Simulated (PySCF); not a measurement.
C5H5F, SMILES FC(CC#C)=C. Atoms are numbered in the order given.

```xyz
11

C      2.4123     0.0172     1.0082
C      1.4678    -0.3530     0.3493
C      0.3275    -0.8001    -0.4444
C     -0.8940     0.0497    -0.2638
C     -2.0897    -0.3471     0.1581
F     -0.6788     1.3225    -0.5997
H      3.2502     0.3489     1.5929
H      0.6081    -0.7851    -1.5133
H      0.0787    -1.8429    -0.1955
H     -2.9144     0.3635     0.2308
H     -2.2564    -1.3870     0.4377
```

The structure is a stationary point at PBE0-D3(BJ)/def2-SVP. This is a generated structure with no PubChem entry under its InChIKey; it may be hypothetical. The values are those of a single conformer.

Computed with PBE/pcSseg-1 run with PySCF.

GIAO shieldings, no solvent; atoms listed in one row are averaged. δ = σ(ref) − σ: ¹³C against TMS (σ = 182.0 ppm); ¹⁹F against CFCl3 (σ = 133.6 ppm); ¹H against TMS (σ = 31.49 ppm), references at their B3LYP-D3(BJ)/def2-TZVP geometries, non-relativistic.

Computed chemical shifts:
```json
[
 {"nucleus": "¹³C", "atoms": "C4", "count": "1", "δ (ppm)": "172.0"},
 {"nucleus": "¹³C", "atoms": "C5", "count": "1", "δ (ppm)": "95.6"},
 {"nucleus": "¹³C", "atoms": "C2", "count": "1", "δ (ppm)": "81.4"},
 {"nucleus": "¹³C", "atoms": "C1", "count": "1", "δ (ppm)": "75.1"},
 {"nucleus": "¹³C", "atoms": "C3", "count": "1", "δ (ppm)": "29.1"},
 {"nucleus": "¹⁹F", "atoms": "F6", "count": "1", "δ (ppm)": "-105.2"},
 {"nucleus": "¹H", "atoms": "H10", "count": "1", "δ (ppm)": "4.89"},
 {"nucleus": "¹H", "atoms": "H11", "count": "1", "δ (ppm)": "4.59"},
 {"nucleus": "¹H", "atoms": "H8", "count": "1", "δ (ppm)": "3.55"},
 {"nucleus": "¹H", "atoms": "H9", "count": "1", "δ (ppm)": "3.20"},
 {"nucleus": "¹H", "atoms": "H7", "count": "1", "δ (ppm)": "2.04"}
]
```
